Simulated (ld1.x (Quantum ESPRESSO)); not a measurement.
**tungsten: one change to an RRKJ potential, before and after**

| Item | Value |
| --- | --- |
| Element | tungsten (W) |
| Generator | ld1.x (Quantum ESPRESSO) 7.5 |
| Type | norm-conserving RRKJ (Kleinman–Bylander form) |
| Functional | LDA (PZ) |
| Relativity | scalar-relativistic |
| Frozen core | [Kr] 4d10 4f14 |
| Valence charge | 14 |
| Reference configuration | 5s2 5p6 5d4 6s2 6p0 |
| Partial waves | 5p (bound): rc 2.10 bohr; 5d (bound): rc 2.55 bohr; 5s (bound): rc 1.00 bohr |
| Local potential | the s channel |
| Core correction | none |

Occupied shells without a wave of their own: 6s. They enter only through the test configuration that unscreens the potential.

Change: wave 5s (bound): rc 1.00 bohr becomes 5s (bound): rc 1.22 bohr.

Cutoffs: the cutoffs (Ry, on a coarse ladder) from which the occupation-weighted sum of valence levels, in a spherical-Bessel basis at the reference potential, stays within 10 and 1 mRy of its value at 400 Ry; they do not see the model core or the augmentation charge, which bear on the density cutoff. Errors are all-electron minus pseudo energies relative to the spin-unpolarised reference configuration.

How do hardness, ghosts and transferability respond?

The potential gets softer (110 Ry and 200 Ry → 100 Ry and 180 Ry); of the 9 tests that both files solve, the error grows in 6 and shrinks in 1 by more than 15 % and 0.3 meV (median size 106.4 → 122.8 meV); the range in which the s phases agree narrows (upper end 4.3 → -0.6); neither file shows a bound ghost. A larger radius leaves more room for a smooth pseudo-wave, so fewer plane waves are needed.

| quantity | base | changed |
| --- | --- | --- |
| cutoff, loose | 110 Ry | 100 Ry |
| cutoff, tight | 200 Ry | 180 Ry |
| loose cutoff by channel (10 mRy a level) | p 21 Ry, d 18 Ry, s 100 Ry | p 21 Ry, d 18 Ry, s 90 Ry |
| bound ghosts | none | none |
| largest miss of a reference level, eV | 0.08 | 0.15 |
| error for 5s2 5p6 5d4 6s1 6p0, meV [ΔE 9.13 eV] | -106 | -182 |
| error for 5s2 5p6 5d4 6s0 6p0, meV [ΔE 25.16 eV] | -260 | -447 |
| error for 5s2 5p6 5d3 6s0 6p0, meV [ΔE 50.86 eV] | -364 | -617 |
| error for 5s2 5p6 5d4 6s1.5 6p0, meV [ΔE 3.74 eV] | -48 | -82 |
| error for 5s2 5p6 5d3 6s2 6p1, meV [ΔE 4.10 eV] | +82 | +85 |
| error for 5s2 5p6 5d4 6s1 6p1, meV [ΔE 4.57 eV] | -40 | -104 |
| error for 5s2 5p6 5d5 6s1 6p0, meV [ΔE 1.55 eV] | -69 | -123 |
| error for 5s2 5p6 5d4 6s2 6p0 (spin-polarised), meV [ΔE -1.93 eV] | +229 | +227 |
| error for 5s2 5p6 5d4 6s1 6p0 (spin-polarised), meV [ΔE 6.05 eV] | +186 | +115 |
| s: phases at 2.76 bohr within 0.05 rad from the reference energy up to (Ry; the scan ends near 5) | 4.3 | -0.6 |
| p: phases at 2.76 bohr within 0.05 rad from the reference energy up to (Ry; the scan ends near 5) | 0.2 | 0.2 |
| d: phases at 2.76 bohr within 0.05 rad from the reference energy up to (Ry; the scan ends near 5) | 1.9 | 1.9 |

Base: The 6s level has no wave, so the channel is fitted at the deeper level alone: the likely source of the large errors. Changed file: The 6s level has no wave, so the channel is fitted at the deeper level alone: the likely source of the large errors.
